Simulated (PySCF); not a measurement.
Gas-phase reaction: 2 GeH₃Cl + GeH₂ ⇌ GeH₂Cl₂ + 2 GeH₃, at 800 K and a standard pressure of 1 bar. Level: MP2/def2-TZVPP†.

Computed with PySCF and rigid-rotor harmonic-oscillator thermochemistry at 1 bar. † marks an energy on the PBE0/def2-TZVP geometry and frequencies. MP2 freezes the core. Open shells (unrestricted): GeH₃ (multiplicity 2); the rest are closed-shell singlets. Ge: all electrons, no relativistic terms. GeH₂, GeH₃: computed as isolated molecules; such fragments, hydroxides, amides, oligomers or adducts are transient or little studied in the gas. MP2 isn't extrapolated to the basis-set limit; its ΔH°(298 K) is 73.8 kJ in def2-SVP and 85.2 kJ in def2-TZVPP. The harmonic model lacks anharmonicity and excited electronic states, which grow with temperature; levels with a mode under 35 cm⁻¹ are left out.

```
species       E (Ha)  H(800 K) − E (kJ/mol)  S°(800 K) (J/mol/K)
-------  -----------  ---------------------  -------------------
GeH₃Cl   -2537.11645                  112.7                333.0
GeH₂     -2076.71522                   59.3                260.0
GeH₂Cl₂  -2996.27675                  104.7                380.1
GeH₃     -2077.31917                   90.0                280.5
```
E: electronic energy; H − E holds the zero-point and thermal terms. 1 Ha = 2625.5 kJ/mol.

Task: Work out ΔH°, ΔS°, ΔG° and log10 K from these numbers.

Result: 1. ΔE = 1×(-2996.27675) + 2×(-2077.31917) − 2×(-2537.11645) − 1×(-2076.71522) = 0.03303 Ha = 86.7 kJ.
2. Δ(H − E) = 1×(104.7) + 2×(90.0) − 2×(112.7) − 1×(59.3) = 0.0 kJ, so ΔH° = 86.7 kJ.
3. ΔS° = 1×(380.1) + 2×(280.5) − 2×(333.0) − 1×(260.0) = 15.1 J/K; the number of gas molecules stays the same.
4. ΔG° = ΔH° − TΔS° = 86.7 − 800×(15.1)/1000 = 74.6 kJ.
5. log10 K = −ΔG°/(RT ln 10) = -4.87, with RT ln 10 = 15.32 kJ/mol; at standard pressures the reactants are favoured.
6. A shift of 10 kJ in ΔE would move log10 K by 0.65 here.
For scale, ΔH°(298 K) is 85 kJ at this level, 104 kJ at ωB97M-V/def2-TZVP†, and runs from 47 to 230 kJ over the 20 levels computed.
